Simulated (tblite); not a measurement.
Here is a computed GFN2-xTB geometry (Å):
```
atom  x, y, z in Å
C1     1.443   -0.031    0.128
N2     0.046   -0.323   -0.040
C3    -0.508   -1.548   -0.304
C4    -1.850   -1.312   -0.407
N5    -2.145   -0.046   -0.229
C6    -0.991    0.571   -0.004
C7    -0.823    1.937    0.245
N8    -0.660    3.054    0.454
H9     1.553    0.913    0.661
H10    1.938    0.053   -0.843
H11    1.921   -0.827    0.699
H12    0.076   -2.439   -0.386
```

Doublet state.

Q: Read off the bonds between heavy atoms and their formal orders.

A: C1–N2 1.44 Å (single); N2–C3 1.37 Å (aromatic); C3–C4 1.37 Å (aromatic); C4–N5 1.31 Å (aromatic); N5–C6 1.33 Å (aromatic); C6–C7 1.40 Å (single); C7–N8 1.15 Å (triple); N2–C6 1.37 Å (aromatic). Bonds to hydrogen (Å): C1–H9 1.09; C1–H10 1.09; C1–H11 1.09; C3–H12 1.07. The orders are those of one drawing; other resonance forms can be drawn.

Q: Write the SMILES.

A: `Cn1c[c]nc1C#N`, C5H4N3.

Q: Which rings does it hold?

A: N2–C3–C4–N5–C6 (5 members, 0.00 Å rms from planarity).

Q: Describe the place of each heavy atom.

A: C1: carbon bonded to N and 3 H; N2: nitrogen bonded to 3 C; C3: carbon bonded to C, N and H; C4: carbon bonded to C and N; N5: nitrogen bonded to 2 C; C6: carbon bonded to C and 2 N; C7: carbon bonded to C and N; N8: nitrogen bonded to C.

Q: What is the arrangement about N2?

A: It has 3 neighbours (C1, C3, C6) and is planar (angles 126.9°, 126.7° and 106.4°, sum 360.0°, 0.01 Å off the plane of its three neighbours).

Q: What is the arrangement about C7?

A: It has 2 neighbours (C6, N8) and is linear (angle 178.7°).
